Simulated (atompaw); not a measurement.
**An all-electron radial function and its pseudo partner (phosphorus (P))**

Columns: radius, all-electron u(r) and pseudo u(r) of the 3s shell (level -13.97 eV) of phosphorus in the configuration [Ne] 3s2 3p3; PBE, scalar-relativistic, PAW (atompaw) scheme, atompaw 4.2.0.5.

| r (bohr) | all-electron | pseudo |
| --- | --- | --- |
| 0.069 | 0.1864 | 0.0402 |
| 0.138 | 0.0005 | 0.0807 |
| 0.208 | -0.2064 | 0.1223 |
| 0.277 | -0.3333 | 0.1639 |
| 0.346 | -0.3749 | 0.2063 |
| 0.415 | -0.3482 | 0.2495 |
| 0.485 | -0.2732 | 0.2942 |
| 0.554 | -0.1708 | 0.3390 |
| 0.623 | -0.0545 | 0.3842 |
| 0.692 | 0.0656 | 0.4296 |
| 0.762 | 0.1841 | 0.4753 |
| 0.831 | 0.2933 | 0.5196 |
| 0.900 | 0.3921 | 0.5626 |
| 0.969 | 0.4792 | 0.6036 |
| 1.038 | 0.5544 | 0.6421 |
| 1.108 | 0.6188 | 0.6778 |
| 1.177 | 0.6712 | 0.7091 |
| 1.246 | 0.7131 | 0.7360 |
| 1.315 | 0.7453 | 0.7580 |
| 1.385 | 0.7687 | 0.7750 |
| 1.454 | 0.7836 | 0.7864 |
| 1.523 | 0.7915 | 0.7925 |
| 1.592 | 0.7929 | 0.7932 |
| 1.662 | 0.7889 | 0.7890 |
| 1.731 | 0.7803 | 0.7803 |
| 1.800 | 0.7678 | 0.7678 |

Question: How many radial nodes do the two functions have?

Answer: The all-electron 3s function has n − l − 1 = 2; the pseudo-wave has 0, since the states of the same l below it are removed with the core.

Question: Where does each function peak?

Answer: Outermost all-electron maximum near 1.59 bohr, pseudo maximum near 1.59 bohr (to the table’s step).

Question: Is the pseudo-wave norm-conserving?

Answer: No, it belongs to a PAW set: the norm inside the radius is not constrained, and the difference is carried by the augmentation charge.
